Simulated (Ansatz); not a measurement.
Ansatz (a first-principles code) input (B3LYP-D3(BJ)/def2-TZVP):

Ansatz 0.2 input:
```yaml
crystal:
  periodic: [false, false, false]
  atoms:
    - {symbol: C, position_ang: [1.83991865, -0.60528290, -0.81536559]}
    - {symbol: C, position_ang: [1.27107340, 0.71643951, -0.25829613]}
    - {symbol: C, position_ang: [-0.03214640, 0.59357997, 0.45630154]}
    - {symbol: C, position_ang: [-1.35667357, 0.54391330, -0.22009882]}
    - {symbol: C, position_ang: [-1.80965526, -0.86339363, -0.65766575]}
    - {symbol: O, position_ang: [-0.02853274, -0.07133153, 1.66842214]}
    - {symbol: H, position_ang: [1.19590257, -1.01192622, -1.59534603]}
    - {symbol: H, position_ang: [1.92274341, -1.35692030, -0.02831307]}
    - {symbol: H, position_ang: [2.83329933, -0.45119614, -1.24238260]}
    - {symbol: H, position_ang: [1.15619695, 1.43298907, -1.07496620]}
    - {symbol: H, position_ang: [2.01476005, 1.15233674, 0.42326565]}
    - {symbol: H, position_ang: [-2.11243887, 0.94987721, 0.46106851]}
    - {symbol: H, position_ang: [-1.32708666, 1.20576041, -1.08897843]}
    - {symbol: H, position_ang: [-1.81736261, -1.54235344, 0.19531066]}
    - {symbol: H, position_ang: [-2.81734924, -0.83056164, -1.07737124]}
    - {symbol: H, position_ang: [-1.14306151, -1.27925157, -1.41445964]}
    - {symbol: H, position_ang: [0.84755779, -0.00963959, 2.06554366]}
basis:
  gaussian:
    orbitals: def2-TZVP
hamiltonian:
  xc: b3lyp
  dispersion: d3bj
magnetization: {spin_polarized: true, initial_magnetization: 1}
phonons: {temperatures: {t_min: 298.15, t_max: 298.15, t_step: 100}}
```

Output:

```
Functional definition: B3LYP
integrals: 0.20 GiB planned
1535 factors; their error is unknown
0.36 GiB of the device are held for the grids
1.50 GiB of device memory are held for the factors and their scratch space
mean field: 1.79 GiB planned
mean field evaluation 1: about -7397.5798 eV, gradient 6.0e1 eV
mean field evaluation 2: about -7385.5133 eV, gradient 7.7e1 eV
mean field evaluation 4: about -7413.4343 eV, gradient 4.2e0 eV
mean field evaluation 8: about -7413.5043 eV, gradient 1.3e-1 eV
mean field evaluation 16: about -7413.4706 eV, gradient 5.3e-4 eV
mean field -7413.47055566 eV, -272.4400178896 hartree, gradient 4.5e-5 eV, S^2 0.753754; 0 other end points of the search recorded, 0 dependent functions left out
the calculation of the forces begins
reference -7413.47087262 eV, -272.4400295379 hartree; 25, 24 occupied and 227, 228 virtual orbitals, 1535 factors
these checks for a lower state are left out or cut short: stability, starts, cluster_reference, orbital_swaps, neighbouring_geometries, increment
integrals: 0.20 GiB planned
1535 factors; their error is unknown
0.36 GiB of the device are held for the grids
1.50 GiB of device memory are held for the factors and their scratch space
mean field: 1.78 GiB planned
mean field -7413.47046742 eV, -272.4400146469 hartree, gradient 2.8e-6 eV, S^2 0.753755; 0 other end points of the search recorded, 0 dependent functions left out
the calculation of the forces begins
reference -7413.47078432 eV, -272.4400262926 hartree; 25, 24 occupied and 227, 228 virtual orbitals, 1535 factors
these checks for a lower state are left out or cut short: stability, starts, cluster_reference, orbital_swaps, neighbouring_geometries, increment
integrals: 0.20 GiB planned
1535 factors; their error is unknown
0.36 GiB of the device are held for the grids
1.50 GiB of device memory are held for the factors and their scratch space
mean field: 1.78 GiB planned
mean field evaluation 32: about -7413.4703 eV, gradient 7.1e-3 eV
mean field -7413.47031284 eV, -272.4400089662 hartree, gradient 2.8e-6 eV, S^2 0.753754; 0 other end points of the search recorded, 0 dependent functions left out
the calculation of the forces begins
reference -7413.47062987 eV, -272.4400206170 hartree; 25, 24 occupied and 227, 228 virtual orbitals, 1535 factors
these checks for a lower state are left out or cut short: stability, starts, cluster_reference, orbital_swaps, neighbouring_geometries, increment
integrals: 0.20 GiB planned
1535 factors; their error is unknown
0.36 GiB of the device are held for the grids
1.50 GiB of device memory are held for the factors and their scratch space
mean field: 1.78 GiB planned
mean field -7413.47039263 eV, -272.4400118983 hartree, gradient 2.8e-6 eV, S^2 0.753752; 0 other end points of the search recorded, 0 dependent functions left out
the calculation of the forces begins
reference -7413.47070962 eV, -272.4400235478 hartree; 25, 24 occupied and 227, 228 virtual orbitals, 1535 factors
these checks for a lower state are left out or cut short: stability, starts, cluster_reference, orbital_swaps, neighbouring_geometries, increment
integrals: 0.20 GiB planned
1535 factors; their error is unknown
0.36 GiB of the device are held for the grids
1.50 GiB of device memory are held for the factors and their scratch space
mean field: 1.78 GiB planned
mean field -7413.47043386 eV, -272.4400134137 hartree, gradient 2.8e-6 eV, S^2 0.753757; 0 other end points of the search recorded, 0 dependent functions left out
[...]
reference -7413.47085864 eV, -272.4400290240 hartree; 25, 24 occupied and 227, 228 virtual orbitals, 1535 factors
these checks for a lower state are left out or cut short: stability, starts, cluster_reference, orbital_swaps, neighbouring_geometries, increment
integrals: 0.20 GiB planned
1535 factors; their error is unknown
0.36 GiB of the device are held for the grids
1.50 GiB of device memory are held for the factors and their scratch space
mean field: 1.78 GiB planned
mean field -7413.47049717 eV, -272.4400157404 hartree, gradient 2.8e-6 eV, S^2 0.753754; 0 other end points of the search recorded, 0 dependent functions left out
the calculation of the forces begins
reference -7413.47081413 eV, -272.4400273884 hartree; 25, 24 occupied and 227, 228 virtual orbitals, 1535 factors
these checks for a lower state are left out or cut short: stability, starts, cluster_reference, orbital_swaps, neighbouring_geometries, increment
integrals: 0.20 GiB planned
1535 factors; their error is unknown
0.36 GiB of the device are held for the grids
1.50 GiB of device memory are held for the factors and their scratch space
mean field: 1.78 GiB planned
mean field evaluation 672: about -7413.4999 eV, gradient 4.8e-1 eV
mean field -7413.47055986 eV, -272.4400180441 hartree, gradient 2.7e-6 eV, S^2 0.753754; 0 other end points of the search recorded, 0 dependent functions left out
the calculation of the forces begins
reference -7413.47087683 eV, -272.4400296926 hartree; 25, 24 occupied and 227, 228 virtual orbitals, 1535 factors
these checks for a lower state are left out or cut short: stability, starts, cluster_reference, orbital_swaps, neighbouring_geometries, increment
integrals: 0.20 GiB planned
1535 factors; their error is unknown
0.36 GiB of the device are held for the grids
1.50 GiB of device memory are held for the factors and their scratch space
mean field: 1.78 GiB planned
mean field -7413.47047162 eV, -272.4400148013 hartree, gradient 2.7e-6 eV, S^2 0.753754; 0 other end points of the search recorded, 0 dependent functions left out
the calculation of the forces begins
reference -7413.47078857 eV, -272.4400264489 hartree; 25, 24 occupied and 227, 228 virtual orbitals, 1535 factors
these checks for a lower state are left out or cut short: stability, starts, cluster_reference, orbital_swaps, neighbouring_geometries, increment
integrals: 0.20 GiB planned
1535 factors; their error is unknown
0.36 GiB of the device are held for the grids
1.50 GiB of device memory are held for the factors and their scratch space
mean field: 1.78 GiB planned
mean field -7413.47052704 eV, -272.4400168378 hartree, gradient 2.8e-6 eV, S^2 0.753754; 0 other end points of the search recorded, 0 dependent functions left out
the calculation of the forces begins
reference -7413.47084402 eV, -272.4400284868 hartree; 25, 24 occupied and 227, 228 virtual orbitals, 1535 factors
these checks for a lower state are left out or cut short: stability, starts, cluster_reference, orbital_swaps, neighbouring_geometries, increment
integrals: 0.20 GiB planned
1535 factors; their error is unknown
0.36 GiB of the device are held for the grids
1.50 GiB of device memory are held for the factors and their scratch space
mean field: 1.78 GiB planned
mean field -7413.47043436 eV, -272.4400134321 hartree, gradient 2.8e-6 eV, S^2 0.753755; 0 other end points of the search recorded, 0 dependent functions left out
the calculation of the forces begins
reference -7413.47075133 eV, -272.4400250804 hartree; 25, 24 occupied and 227, 228 virtual orbitals, 1535 factors
these checks for a lower state are left out or cut short: stability, starts, cluster_reference, orbital_swaps, neighbouring_geometries, increment
integrals: 0.20 GiB planned
1535 factors; their error is unknown
0.36 GiB of the device are held for the grids
1.50 GiB of device memory are held for the factors and their scratch space
mean field: 1.78 GiB planned
mean field evaluation 704: about -7413.4704 eV, gradient 7.1e-3 eV
mean field -7413.47041721 eV, -272.4400128017 hartree, gradient 2.8e-6 eV, S^2 0.753754; 0 other end points of the search recorded, 0 dependent functions left out
the calculation of the forces begins
reference -7413.47073417 eV, -272.4400244499 hartree; 25, 24 occupied and 227, 228 virtual orbitals, 1535 factors
these checks for a lower state are left out or cut short: stability, starts, cluster_reference, orbital_swaps, neighbouring_geometries, increment
integrals: 0.20 GiB planned
1535 factors; their error is unknown
0.36 GiB of the device are held for the grids
1.50 GiB of device memory are held for the factors and their scratch space
mean field: 1.79 GiB planned
mean field -7413.47055088 eV, -272.4400177139 hartree, gradient 2.8e-6 eV, S^2 0.753754; 0 other end points of the search recorded, 0 dependent functions left out
the calculation of the forces begins
reference -7413.47086784 eV, -272.4400293619 hartree; 25, 24 occupied and 227, 228 virtual orbitals, 1535 factors
these checks for a lower state are left out or cut short: stability, starts, cluster_reference, orbital_swaps, neighbouring_geometries, increment
integrals: 0.20 GiB planned
1535 factors; their error is unknown
0.36 GiB of the device are held for the grids
1.50 GiB of device memory are held for the factors and their scratch space
mean field: 1.78 GiB planned
mean field -7413.47054922 eV, -272.4400176531 hartree, gradient 2.8e-6 eV, S^2 0.753754; 0 other end points of the search recorded, 0 dependent functions left out
the calculation of the forces begins
reference -7413.47086620 eV, -272.4400293016 hartree; 25, 24 occupied and 227, 228 virtual orbitals, 1535 factors
these checks for a lower state are left out or cut short: stability, starts, cluster_reference, orbital_swaps, neighbouring_geometries, increment
integrals: 0.20 GiB planned
1535 factors; their error is unknown
0.36 GiB of the device are held for the grids
1.50 GiB of device memory are held for the factors and their scratch space
mean field: 1.79 GiB planned
mean field -7413.47056247 eV, -272.4400181398 hartree, gradient 2.8e-6 eV, S^2 0.753755; 0 other end points of the search recorded, 0 dependent functions left out
the calculation of the forces begins
reference -7413.47087946 eV, -272.4400297890 hartree; 25, 24 occupied and 227, 228 virtual orbitals, 1535 factors
these checks for a lower state are left out or cut short: stability, starts, cluster_reference, orbital_swaps, neighbouring_geometries, increment
integrals: 0.20 GiB planned
1535 factors; their error is unknown
0.36 GiB of the device are held for the grids
1.50 GiB of device memory are held for the factors and their scratch space
mean field: 1.79 GiB planned
mean field -7413.47047161 eV, -272.4400148010 hartree, gradient 2.8e-6 eV, S^2 0.753754; 0 other end points of the search recorded, 0 dependent functions left out
the calculation of the forces begins
reference -7413.47078855 eV, -272.4400264483 hartree; 25, 24 occupied and 227, 228 virtual orbitals, 1535 factors
Total energy: -7414.05830042 eV, -272.4616171113 hartree
Atom 0 at     1.839919    -0.605283    -0.815366 Å, force    -0.000620    -0.000131     0.000115 eV/Å
Atom 1 at     1.271073     0.716440    -0.258296 Å, force     0.001132     0.000341    -0.000503 eV/Å
Atom 2 at    -0.032146     0.593580     0.456302 Å, force    -0.000290    -0.000259     0.000439 eV/Å
Atom 3 at    -1.356674     0.543913    -0.220099 Å, force    -0.000273    -0.000748    -0.000225 eV/Å
Atom 4 at    -1.809655    -0.863394    -0.657666 Å, force     0.000463     0.000266     0.000202 eV/Å
Atom 5 at    -0.028533    -0.071332     1.668422 Å, force    -0.000143     0.000129    -0.000180 eV/Å
Atom 6 at     1.195903    -1.011926    -1.595346 Å, force     0.000366     0.000039     0.000145 eV/Å
Atom 7 at     1.922743    -1.356920    -0.028313 Å, force    -0.000087     0.000039     0.000039 eV/Å
Atom 8 at     2.833299    -0.451196    -1.242383 Å, force     0.000156     0.000162    -0.000034 eV/Å
Atom 9 at     1.156197     1.432989    -1.074966 Å, force    -0.000140    -0.000166    -0.000076 eV/Å
Atom 10 at     2.014760     1.152337     0.423266 Å, force    -0.000237    -0.000434     0.000158 eV/Å
Atom 11 at    -2.112439     0.949877     0.461069 Å, force    -0.000012     0.000272     0.000022 eV/Å
Atom 12 at    -1.327087     1.205760    -1.088978 Å, force    -0.000294     0.000312     0.000121 eV/Å
Atom 13 at    -1.817363    -1.542353     0.195311 Å, force     0.000097    -0.000100     0.000045 eV/Å
Atom 14 at    -2.817349    -0.830562    -1.077371 Å, force     0.000005    -0.000000     0.000015 eV/Å
Atom 15 at    -1.143062    -1.279252    -1.414460 Å, force    -0.000267     0.000087    -0.000280 eV/Å
Atom 16 at     0.847558    -0.009640     2.065544 Å, force     0.000143     0.000192    -0.000004 eV/Å
Dipole moment:     0.276769     0.046828    -0.081581 e Å
Vibrations: 48.82 89.57 173.07 215.36 217.32 280.83 354.83 381.82 469.44 550.58 730.63 775.82 799.80 913.23 955.75 1028.43 1049.04 1061.46 1088.92 1142.77 1246.72 1269.86 1326.34 1340.58 1361.71 1391.14 1409.35 1429.48 1467.86 1477.60 1491.91 1498.53 1503.23 1508.73 2969.63 3007.42 3031.40 3034.85 3054.20 3061.47 3091.61 3094.42 3106.85 3112.96 3791.90 cm⁻¹, zero-point energy 4.116726 eV
```

It need not be the lowest isomer of its formula.
